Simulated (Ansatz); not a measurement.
Harmonic frequencies (cm⁻¹) at PBE0-D4/def2-TZVP from Ansatz: 155, 378, 421, 486, 608, 617, 688, 733, 868, 886, 954, 959, 1062, 1254, 1370, 1784, 2248, 2272, 3094, 3174, 3377.

Each molecule was computed in one conformer, which needn't be the lowest.

Problem. Which molecule is it?
A. `C=C1N[SiH2]1`
B. `N=C1C[SiH2]1`
C. `N=C=C[SiH3]`
D. `N=CCO`

Solution. B.
